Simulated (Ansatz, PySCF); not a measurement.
PySCF was given this input:
```python
from pyscf import gto, scf, dft

mol = gto.M(
    atom='''
Si    1.321840    0.747185    0.018550
C     0.304305   -0.862948   -0.159684
Si   -1.465487   -0.310137    0.061533
H     2.814673    0.601153   -0.117312
H     1.104940    1.227750   -1.425940
H     1.330131    0.755330    1.556211
H     0.581245   -1.604765    0.591803
H     0.450860   -1.331236   -1.134849
H    -1.867257    0.585291   -1.042259
H    -1.680308    0.193099    1.433456
H    -2.549051   -1.367595   -0.024162
''',
    basis='sto-3g',
    charge=-1,
    spin=1,
    verbose=4,
)

mf = dft.UKS(mol)
mf.xc = 'revpbe'
mf.grids.atom_grid = (99, 590)
mf.grids.prune = None
mf.kernel()
```

Give the equivalent Ansatz (an electronic-structure program) input.

One answer among several that fit: 
Ansatz 0.2 input:
```yaml
crystal:
  periodic: [false, false, false]
  atoms:
    - {symbol: Si, position_ang: [1.32183991, 0.74718455, 0.01854967]}
    - {symbol: C, position_ang: [0.30430492, -0.86294806, -0.15968353]}
    - {symbol: Si, position_ang: [-1.46548722, -0.31013726, 0.06153274]}
    - {symbol: H, position_ang: [2.81467254, 0.60115328, -0.11731227]}
    - {symbol: H, position_ang: [1.10494018, 1.22774988, -1.42593981]}
    - {symbol: H, position_ang: [1.33013140, 0.75533024, 1.55621130]}
    - {symbol: H, position_ang: [0.58124463, -1.60476522, 0.59180269]}
    - {symbol: H, position_ang: [0.45085996, -1.33123646, -1.13484887]}
    - {symbol: H, position_ang: [-1.86725681, 0.58529083, -1.04225929]}
    - {symbol: H, position_ang: [-1.68030811, 0.19309863, 1.43345575]}
    - {symbol: H, position_ang: [-2.54905090, -1.36759486, -0.02416202]}
basis:
  gaussian:
    orbitals: STO-3G
hamiltonian:
  xc: revpbe
total_charge: -1
magnetization: {spin_polarized: true, initial_magnetization: 1}
accuracy: high
```

Both were run: PySCF gave -614.309997 Eh and Ansatz -614.309997 Eh, 0.000 mEh apart.
